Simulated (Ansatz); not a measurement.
Species: GeF3, net charge -1, singlet state. It need not be the lowest isomer of its formula. Whether it binds its extra electron was not tested at this geometry. 
Coordinates optimised at B3LYP-D3(BJ)/def2-TZVP (Ansatz, a program for electronic structure):
```xyz
4

Ge     0.1248    -0.1534     0.3892
F     -1.0354     1.2625     0.2493
F      1.3465     0.5027    -0.8140
F     -0.7548    -1.2196    -0.8192
```
Charge -1, spin multiplicity 1.

Parts of the frozen-core correlation energy in STO-3G (Ansatz, hartree). Frozen orbitals: 17; correlated occupied orbitals by spin: 13 and 13; virtual: 3 and 3. Spin-orbit coupling is left out. Non-relativistic.

| term | value |
|---|---|
| reference (HF) | -2345.74459 |
| MP2 opposite-spin | -0.05871 |
| MP2 same-spin | -0.00849 |
| CCSD correlation | -0.08512 |
| (T) | -0.00461 |
| FCI minus CCSD(T) | -0.00106 |
| T1 diagnostic | 0.013 |
| largest doubles amplitude | 0.069 |
